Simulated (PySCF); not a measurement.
C4H5BO2, SMILES C#CB(O)C(C)=O.

Geometry optimised at r2SCAN-D4/def2-SVP. This is a generated structure with no PubChem entry under its InChIKey; it may be hypothetical. One conformer was computed; it need not be the lowest.

Vertical ionisation energy (IE) and electron affinity (EA) in eV. Rows of orbital energies are one-electron estimates. Where ΔSCF, EOM or ADC give a negative EA the extra electron is unbound and the value depends on the basis.

```json
[
 {"level": "−ε(HOMO), −ε(LUMO), ωB97X/def2-TZVP (PySCF)", "IE": "9.31", "EA": "-0.67"},
 {"level": "−ε(HOMO), −ε(LUMO), PBE/def2-TZVP (PySCF)", "IE": "5.39", "EA": "2.46"}
]
```
